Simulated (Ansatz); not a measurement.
Abridged output of a molecular run in Ansatz:

```
Functional definition: HF
1302 factors; integrals over basis functions are off by at most 1.3e-3 eV
mean field evaluation 1: about -36242.2844 eV, gradient 4.6e1 eV
mean field evaluation 2: about -36242.4768 eV, gradient 4.6e1 eV
mean field evaluation 4: about -36247.0356 eV, gradient 4.0e0 eV
mean field evaluation 8: about -36247.0996 eV, gradient 2.6e-1 eV
mean field -36247.09992762 eV, -1332.0563531734 hartree, gradient 1.8e-6 eV, S^2 0.000000; 0 other end points of the search recorded, 0 dependent functions left out
16 core orbitals not correlated: weight in the atoms' cores, before any rotation towards them, 1.000 or more for the frozen orbitals, at most 0.000 for the correlated occupied ones
reference -36247.09992762 eV, -1332.0563531734 hartree; 25, 25 occupied and 94, 94 virtual orbitals, 1302 factors
second order -33.34741052 eV of doubles, -0.00000000 eV of singles
cycle   1  -33.86539485 eV  change   -5.2e-1 eV  update   1.2e-1
cycle   2  -34.55881213 eV  change   -6.9e-1 eV  update   3.2e-2
cycle   3  -34.72388584 eV  change   -1.7e-1 eV  update   1.5e-2
cycle   4  -34.71841981 eV  change    5.5e-3 eV  update   2.9e-3
cycle   5  -34.71816049 eV  change    2.6e-4 eV  update   1.2e-3
cycle   6  -34.71853430 eV  change   -3.7e-4 eV  update   3.4e-4
cycle   7  -34.71834103 eV  change    1.9e-4 eV  update   1.3e-4
cycle   8  -34.71826082 eV  change    8.0e-5 eV  update   4.4e-5
cycle   9  -34.71826559 eV  change   -4.8e-6 eV  update   1.6e-5
perturbative correction -0.83087456 eV, -0.0305340771 hartree
Total energy: -36282.64906778 eV, -1333.3627599781 hartree
```

Its atoms:

Z-matrix (Å, degrees):
```
C
F 1 1.342
F 1 1.332 2 107.4
F 1 1.339 2 107.4 3 115.1
C 1 1.513 2 111.3 3 -124.9
C 5 1.514 1 114.7 2 49.5
H 5 1.092 1 106.3 2 -69.8
H 5 1.091 1 108.7 2 173.8
Cl 6 1.775 5 108.9 1 -167.5
Cl 6 1.768 5 112.5 1 69.9
H 6 1.087 5 111.7 1 -50.1
```

Question: Which basis set was used?
A. def2-SVPD
B. cc-pV(T+d)Z
C. def2-TZVPP
D. def2-SVP

Answer: D. It gives 135 functions.

Question: Write the keys of the input that set method, charge and spin (a neutral closed shell needs none for the last two).

Answer: 
```yaml
correlation: {method: ccsd_t}
```
